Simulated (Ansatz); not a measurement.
Ansatz (a program for electronic structure) input (CCSD(T)/def2-TZVPP):

Ansatz 0.2 input:
```yaml
crystal:
  periodic: [false, false, false]
  atoms:
    - {symbol: Pb, position_ang: [0.01976643, 0.00354458, 0.76272847]}
    - {symbol: I, position_ang: [1.25187122, -2.23066668, -0.61252058]}
    - {symbol: I, position_ang: [-1.28245325, 2.22518261, -0.56754988]}
basis:
  gaussian:
    orbitals: def2-TZVPP
magnetization: {spin_polarized: true, initial_magnetization: 2}
correlation: {method: ccsd_t, electrons: outside_noble_gas}
```

Output:

```
Functional definition: HF
integrals: 0.67 GiB planned
1451 factors; integrals over basis functions are off by at most 3.1e-4 eV
mean field: 1.16 GiB planned
mean field evaluation 1: about -21365.6517 eV, gradient 8.6e0 eV
mean field evaluation 2: about -21365.6587 eV, gradient 8.6e0 eV
mean field evaluation 4: about -21366.5567 eV, gradient 1.9e0 eV
mean field evaluation 8: about -21366.6317 eV, gradient 3.4e-1 eV
mean field evaluation 16: about -21366.3585 eV, gradient 6.2e0 eV
mean field evaluation 32: about -21366.4233 eV, gradient 1.4e0 eV
mean field evaluation 64: about -21365.6810 eV, gradient 6.2e-5 eV
mean field evaluation 96: about -21362.8773 eV, gradient 9.1e0 eV
mean field evaluation 128: about -21365.4135 eV, gradient 5.1e-2 eV
mean field evaluation 160: about -21365.0703 eV, gradient 2.0e0 eV
mean field evaluation 192: about -21364.2108 eV, gradient 4.6e0 eV
mean field evaluation 224: about -21364.2715 eV, gradient 2.3e-1 eV
mean field evaluation 256: about -21364.4774 eV, gradient 3.6e-4 eV
mean field evaluation 288: about -21363.9858 eV, gradient 5.4e-3 eV
mean field evaluation 320: about -21363.2089 eV, gradient 1.7e-1 eV
mean field evaluation 352: about -21365.4135 eV, gradient 5.8e-4 eV
mean field evaluation 384: about -21365.6809 eV, gradient 1.8e-2 eV
mean field evaluation 416: about -21364.9475 eV, gradient 1.5e-1 eV
mean field evaluation 448: about -21364.4056 eV, gradient 1.6e0 eV
mean field evaluation 480: about -21364.4774 eV, gradient 3.6e-4 eV
mean field -21366.63431054 eV, -785.2093280873 hartree, gradient 3.6e-6 eV, S^2 2.069496; 20 other end points of the search recorded, 0 dependent functions left out
determinant -21366.63431054 eV, -785.2093280873 hartree, with singles and doubles -21376.41352593 eV, -785.5687076243 hartree
determinant -21365.68096302 eV, -785.1742932124 hartree, with singles and doubles -21375.50887794 eV, -785.5354624241 hartree
determinant -21365.50485944 eV, -785.1678215251 hartree, with singles and doubles -21375.47008509 eV, -785.5340368130 hartree
determinant -21365.41352480 eV, -785.1644650389 hartree, with singles and doubles -21375.47688948 eV, -785.5342868698 hartree
determinant -21365.14542996 eV, -785.1546127355 hartree, with singles and doubles -21375.24742739 eV, -785.5258542933 hartree
determinant -21364.94790118 eV, -785.1473536866 hartree, with singles and doubles -21375.07846584 eV, -785.5196450712 hartree
determinant -21364.62314954 eV, -785.1354192839 hartree, with singles and doubles -21374.71495289 eV, -785.5062862165 hartree
determinant -21364.47739318 eV, -785.1300628366 hartree, with singles and doubles -21374.56100795 eV, -785.5006288443 hartree
determinant -21364.27359549 eV, -785.1225734094 hartree, with singles and doubles -21374.40108770 eV, -785.4947518836 hartree
determinant -21364.13597087 eV, -785.1175157980 hartree, with singles and doubles -21374.34732657 eV, -785.4927761985 hartree
determinant -21364.04646214 eV, -785.1142264129 hartree, with singles and doubles -21374.27197288 eV, -785.4900070014 hartree
determinant -21363.98575585 eV, -785.1119954977 hartree, with singles and doubles -21373.99841485 eV, -785.4799539294 hartree
determinant -21363.20905055 eV, -785.0834521046 hartree, with singles and doubles -21373.50262680 eV, -785.4617340544 hartree
27 core orbitals not correlated
reference -21366.63431054 eV, -785.2093280873 hartree; 10, 8 occupied and 113, 115 virtual orbitals, 1451 factors
second order -8.75782436 eV of doubles, -0.00000000 eV of singles
coupled cluster: 1.28 GiB planned
cycle   1  -9.75326239 eV  change   -2.9e-1 eV  update   1.7e-2
cycle   2  -9.76668042 eV  change   -1.3e-2 eV  update   4.4e-3
cycle   3  -9.76720629 eV  change   -5.3e-4 eV  update   2.3e-3
cycle   4  -9.76839353 eV  change   -1.2e-3 eV  update   1.5e-3
cycle   5  -9.76880545 eV  change   -4.1e-4 eV  update   1.1e-3
cycle   6  -9.76872267 eV  change    8.3e-5 eV  update   6.3e-4
cycle   7  -9.76869273 eV  change    3.0e-5 eV  update   3.1e-4
cycle   8  -9.76865488 eV  change    3.8e-5 eV  update   1.1e-4
cycle   9  -9.76861860 eV  change    3.6e-5 eV  update   4.3e-5
cycle  10  -9.76861410 eV  change    4.5e-6 eV  update   1.4e-5
perturbative correction -0.45729236 eV, -0.0168051843 hartree
Total energy: -21376.86021700 eV, -785.5851232184 hartree
```

This is an excited triplet: at this geometry the singlet lies 2.32 eV lower at RI-MP2/CBS(def2-TZVPPD,def2-QZVPPD)+[CCSD(T)-MP2]/def2-TZVPPD.
